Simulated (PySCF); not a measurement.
Compound: (Cl)3Hf-S-SiH3 (singlet state).
Bonds: Hf1–Cl2, Hf1–Cl3, Hf1–Cl4, Hf1–S5, S5–Si6. Hydrogens: H7, H8, H9 on Si6.

Method: PBE0-D3(BJ)/def2-SVP geometry optimisation, gas phase, def2 core potentials past Kr (PySCF 2.14.0); density fitting, grid level 1; the optimiser is geomeTRIC in internal coordinates, started from a GFN2-xTB structure with every atom displaced at random (about 0.03 Å).

At the end of the run (lengths in Å): Hf1–Cl2 2.343, Hf1–Cl3 2.337, Hf1–Cl4 2.322, S5–Si6 2.134, Si6–H9 1.486, Si6–H7 1.517, Hf1–S5 2.430, Cl4–Hf1–S5 103.2°, Hf1–S5–Si6 84.8°, Cl2–Hf1–S5 114.1°, Cl2–Hf1–Cl3 114.5°, Cl2–Hf1–S5–Si6 -68°, H7–Si6–S5–Hf1 4°.

Task: These geometries were met on the way; a selection of coordinates is given. Order them by energy above the end point, lowest first.
A. Hf1–Cl2 2.204, Hf1–Cl3 2.256, Hf1–Cl4 2.260, S5–Si6 2.147, Si6–H9 1.439, Si6–H7 1.475, Hf1–S5 2.427, Cl4–Hf1–S5 124.0°, Hf1–S5–Si6 86.1°, Cl2–Hf1–S5 111.6°, Cl2–Hf1–Cl3 106.8°, Cl2–Hf1–S5–Si6 -46°, H7–Si6–S5–Hf1 -37°
B. Hf1–Cl2 2.343, Hf1–Cl3 2.335, Hf1–Cl4 2.336, S5–Si6 2.178, Si6–H9 1.492, Si6–H7 1.495, Hf1–S5 2.400, Cl4–Hf1–S5 114.5°, Hf1–S5–Si6 90.6°, Cl2–Hf1–S5 108.5°, Cl2–Hf1–Cl3 108.1°, Cl2–Hf1–S5–Si6 -47°, H7–Si6–S5–Hf1 -34°
C. Hf1–Cl2 2.349, Hf1–Cl3 2.340, Hf1–Cl4 2.322, S5–Si6 2.150, Si6–H9 1.489, Si6–H7 1.507, Hf1–S5 2.417, Cl4–Hf1–S5 102.9°, Hf1–S5–Si6 88.4°, Cl2–Hf1–S5 112.6°, Cl2–Hf1–Cl3 111.7°, Cl2–Hf1–S5–Si6 -55°, H7–Si6–S5–Hf1 -9°
D. Hf1–Cl2 2.335, Hf1–Cl3 2.335, Hf1–Cl4 2.339, S5–Si6 2.166, Si6–H9 1.484, Si6–H7 1.494, Hf1–S5 2.422, Cl4–Hf1–S5 118.2°, Hf1–S5–Si6 87.7°, Cl2–Hf1–S5 110.1°, Cl2–Hf1–Cl3 106.8°, Cl2–Hf1–S5–Si6 -47°, H7–Si6–S5–Hf1 -36°
E. Hf1–Cl2 2.344, Hf1–Cl3 2.332, Hf1–Cl4 2.333, S5–Si6 2.182, Si6–H9 1.492, Si6–H7 1.494, Hf1–S5 2.398, Cl4–Hf1–S5 108.8°, Hf1–S5–Si6 95.0°, Cl2–Hf1–S5 105.9°, Cl2–Hf1–Cl3 110.3°, Cl2–Hf1–S5–Si6 -47°, H7–Si6–S5–Hf1 -32°

Result: C (0.020 eV), E (0.051 eV), B (0.103 eV), D (0.184 eV), A (0.642 eV).

| step | E above end (eV) | rms distance from the end, all atoms (Å) | largest force (eV/Å) | rms shift of all bonds from the end (Å) |
| --- | --- | --- | --- | --- |
| 18 | 0.020 | 0.235 | 0.165 | 0.009 |
| 3 | 0.051 | 0.485 | 0.203 | 0.022 |
| 2 | 0.103 | 0.499 | 0.564 | 0.021 |
| 1 | 0.184 | 0.515 | 0.685 | 0.016 |
| 0 | 0.642 | 0.543 | 2.814 | 0.066 |

Rows stand in the order of the answer.
